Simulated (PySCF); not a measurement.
BClGeH4O. Atoms are numbered in the order given.

```xyz
8

B      0.4611    -0.6861     0.0000
Cl    -0.7762    -1.9777     0.0000
Ge    -0.1331     1.3020     0.0000
H     -1.0078     1.6016     1.2474
H     -1.0078     1.6016    -1.2474
H      1.0688     2.2827     0.0000
O      1.7724    -1.0144     0.0000
H      1.9161    -1.9832     0.0000
```
Charge 0, spin multiplicity 1.

Geometry: PBE-D3(BJ)/def2-SVP. This is a generated structure with no PubChem entry under its InChIKey; it may be hypothetical. Other conformers were not sampled.

Calculation: PBE-D3(BJ)/def2-SVP (PySCF).

Frequencies are harmonic and unscaled.

Problem. Give all harmonic wavenumbers and intensities. (Estimate from the structure and the level; the computed values follow.)

Solution. 
| mode | ν (cm⁻¹) | IR (km/mol) | moving atoms (share of kinetic energy) |
|---|---|---|---|
| 1 | 53 | 0.1 | H 93 % |
| 2 | 144 | 0.7 | Cl 48 %, Ge 16 %, O 15 %, H 10 %, B 10 % |
| 3 | 264 | 11.5 | O 52 %, Ge 27 %, H 10 %, Cl 9 % |
| 4 | 303 | 0.2 | H 55 %, B 39 % |
| 5 | 439 | 25.6 | Cl 35 %, O 27 %, H 19 %, B 13 % |
| 6 | 496 | 16.5 | H 77 %, O 10 % |
| 7 | 551 | 27.7 | H 54 %, B 40 % |
| 8 | 638 | 114.6 | H 81 %, O 12 % |
| 9 | 771 | 234.6 | H 73 %, B 21 % |
| 10 | 800 | 3.7 | H 52 %, B 35 % |
| 11 | 857 | 22.0 | H 98 % |
| 12 | 858 | 22.3 | H 99 % |
| 13 | 1076 | 228.9 | H 56 %, B 30 %, O 13 % |
| 14 | 1345 | 172.7 | B 66 %, O 31 % |
| 15 | 2072 | 53.6 | H 99 % |
| 16 | 2078 | 103.3 | H 98 % |
| 17 | 2087 | 125.2 | H 98 % |
| 18 | 3656 | 39.5 | H 94 % |
